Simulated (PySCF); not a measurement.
Working out the ionisation energy of Co

Co [Ar] 3d7 4s2 (4F) → Co+ [Ar] 3d8 (3F). Calculation: PySCF 2.14, in aug-cc-pVDZ (7s6p4d2f, 59 functions); the non-relativistic Hamiltonian (point nucleus). Frozen: [Ar]. Energies in hartree (1 hartree = 27.21139 eV):

```csv
part,Co (lower),Co+ (upper)
UHF,-1381.422775,-1381.135031
CCSD correlation,-0.221047,-0.226735
(T),-0.006661,-0.005769
```

Q: What does Hartree-Fock give?

A: (-1381.135031) − (-1381.422775) = 0.287744 hartree = 7.830 eV.

Q: What do CCSD and CCSD(T) give?

A: The CCSD correlation energies differ by -0.005688 hartree = -0.155 eV and the triples by 0.000892 hartree = 0.024 eV, so CCSD gives 7.675 eV and CCSD(T) 7.699 eV.

Measured between the centres of the two terms (NIST): 7.869 eV, so CCSD(T) (valence) is off by -0.170 eV.

The calculation is non-relativistic.

A double-zeta basis recovers only part of the correlation energy.

What remains against the reference includes basis incompleteness, the frozen core and higher excitations.
